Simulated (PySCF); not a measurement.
Ionisation of `[SiH3]N([SiH3])[SiH3]` (H9NSi3)

Parent: `[SiH3]N([SiH3])[SiH3]` (H9NSi3). Numbering: `[SiH3:1][N:2]([SiH3:3])[SiH3:4]`

Energies: CAM-B3LYP-D3(BJ)/6-31G (PySCF, density fitting, integration grid level 2) on PBE0-D3(BJ)/def2-SVP structures. Thermal corrections: PBE0-D3(BJ)/def2-SVP frequencies, unscaled, ideal gas at 298.15 K and 1 bar, quasi-RRHO entropy.

Frontier levels of the parent: HOMO -8.32 eV, LUMO 1.12 eV.

Oxidation to the radical cation:
- Vertical ionisation energy (electronic): 9.02 eV
- Adiabatic ionisation energy (with zero-point energy): 8.33 eV
- Adiabatic, electronic part: 8.39 eV
- Vertical gap at the product's structure: 7.94 eV
- Inner reorganisation energy (four-point): 1080 meV
- Relaxation of product / of parent: 629 / 450 meV
- ⟨S²⟩ of the product: 0.756
- Largest spin populations: N2 0.91
- Largest changes of atomic charge: N2 0.39
- Distances that move most (Å): N2–Si3 1.753 → 1.832; N2–Si4 1.754 → 1.832; Si1–N2 1.754 → 1.832; Si3–H 1.495 → 1.481

Vertical ionisation energy: the gap is larger than usual, and may come from another state, site, conformer or species, from an onset or band maximum that doesn't mark the energy named, from the functional or basis, or from an outlying measurement.

Measured values (NIST Chemistry WebBook, evaluated or the median of agreeing entries): vertical ionisation energy 9.70 eV (computed 9.02, difference -0.68).

Caveats: 6-31G is a small basis, without polarisation functions, whose errors can reach tens of kJ/mol.
